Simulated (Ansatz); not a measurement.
Consider the silylene formation by 1,1-elimination: `CBC[SiH2]C` → `CBCC` + `[SiH2]`.

Calculated with Ansatz (gas phase, PBE0-D4/def2-TZVP geometries, no zero-point term in ΔE). CCSD(T)/CBS adds triple-zeta CCSD(T) − MP2 to the extrapolated MP2 energy (def2 sets, frozen cores). This one scheme is used for every species. Functionals use def2-TZVPP. B3LYP here is the variant with VWN-RPA as its local correlation; programs differ in this. One conformer a species, not always the lowest.

```tsv
level	ΔE (kJ/mol)
PBE0-D4	313.4
B3LYP-D4	294.9
ωB97X-V	308.3
B3LYP	280.8
HF/def2-TZVPP	272.4
SCS-MP2/def2-TZVPP	301.0
MP2/def2-QZVPP	322.5
HF/CBS(def2)	273.5
```

What does CCSD(T)/CBS give? (Best estimate.)

Computed: +301.8 kJ/mol. The listed levels differ from it by 11.6, -6.9, 6.5, -21.0, -29.4, -0.8, 20.7, -28.3 kJ/mol.

Largest T1 diagnostic among the species: 0.014.

In def2-TZVPP, CCSD(T) changes the Hartree–Fock value by +21.7 kJ/mol (the triples alone add +6.0 kJ/mol) and MP2 by +45.3 kJ/mol. The D4 term adds +14.0 kJ/mol with B3LYP and +7.8 kJ/mol with PBE0; it sums over pairs of atoms, weighted by their polarisabilities, and B3LYP, whose exchange is more repulsive, gets the larger term.
